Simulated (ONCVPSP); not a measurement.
What the settings do to the ONCV potential of iodine

Base potential:

| Item | Value |
| --- | --- |
| Element | I (Z = 53) |
| Generator | ONCVPSP 4.0.1 |
| Type | optimised norm-conserving Vanderbilt (ONCV) |
| Functional | LDA (Perdew-Wang 92) |
| Relativity | scalar-relativistic |
| Frozen core | [Kr] |
| Valence charge | 17 |
| Reference configuration | 4d10 5s2 5p5 |
| Partial waves | 5s: rc 1.50 bohr, ncon 4, nbas 7, qcut 4.7 1/bohr, 1 projector; 5p: rc 2.20 bohr, ncon 5, nbas 8, qcut 3.5 1/bohr, 3 projectors, debl 0.9 Ha; 4d: rc 1.45 bohr, ncon 4, nbas 8, qcut 8.5 1/bohr, 2 projectors, debl 0.3 Ha |
| Local potential | polynomial inside 1.10 bohr (lpopt 5, dvloc0 0 Ha) |
| Core correction | Teter function fitted to the true core (icmod 2), fcfact 0.45 |

In the d channel the program set the typed energies aside and used -1.850, 0.250 Ha.

Cutoffs, loose and tight: the cutoffs (Ha) at which the residual kinetic energy of the hardest occupied pseudo-wave falls to 1 and 0.1 mHa per electron. They do not see the model core or the augmentation charge, which bear on the density cutoff. Test errors are all-electron minus pseudo excitation energies from the reference, over the configurations 4d10 5s2 5p4; 4d10 5s2 5p3; 4d10 5s2 5p2; 4d10 5s2 5p4.5. A dash means not determined; rows that change the core or the reference have their own tests.

A true bound ghost makes a file unfit for plane-wave use even where its test errors are small: the radial tests pick states by their node count and pass the ghost by.

```tsv
change	outcome	cutoff, loose	cutoff, tight	bound ghosts	GHOST(+) flags above zero	largest test error (meV)
base	generated, projector energies reset by the program	45 Ha	103 Ha	s, p	p	+8.7
local potential polynomial inside 1.10 bohr (lpopt 5, dvloc0 -0.5 Ha)	generated, projector energies reset by the program	45 Ha	103 Ha	s, p	p	+9.1
local potential polynomial inside 1.10 bohr (lpopt 5, dvloc0 1 Ha)	generated, projector energies reset by the program	45 Ha	103 Ha	s, p	p	+8.0
local potential polynomial inside 1.10 bohr (lpopt 5, dvloc0 2.5 Ha)	generated, projector energies reset by the program	45 Ha	103 Ha	s, p	p	+6.9
local potential polynomial inside 1.10 bohr (lpopt 5, dvloc0 4 Ha)	generated, projector energies reset by the program	45 Ha	103 Ha	s, p	p	+5.8
local potential polynomial inside 1.10 bohr (lpopt 5, dvloc0 6 Ha)	generated, projector energies reset by the program	45 Ha	103 Ha	s, p	p	+3.8
local potential polynomial inside 1.10 bohr (lpopt 5, dvloc0 8 Ha)	generated, projector energies reset by the program	45 Ha	103 Ha	s, p	p	-4.1
local potential polynomial inside 1.10 bohr (lpopt 5, dvloc0 9 Ha)	generated, projector energies reset by the program	45 Ha	103 Ha	s, p	none	-5.3
```

Question: What comes out with this change to the base: local potential polynomial inside 1.10 bohr (lpopt 5, dvloc0 -2.5 Ha)?

Answer: outcome: generated, projector energies reset by the program; cutoff, loose: 45 Ha; cutoff, tight: 103 Ha; bound ghosts: s, p, d; GHOST(+) flags above zero: p; largest test error (meV): +10.

Reading the sweep of the dvloc0 (base included, trends over the rows without a ghost): Bound ghosts are found at -2.5, -0.5, 0, 1, 2.5, 4, 6, 8, 9 Ha. Every judged row has one, so this setting neither creates nor removes them.
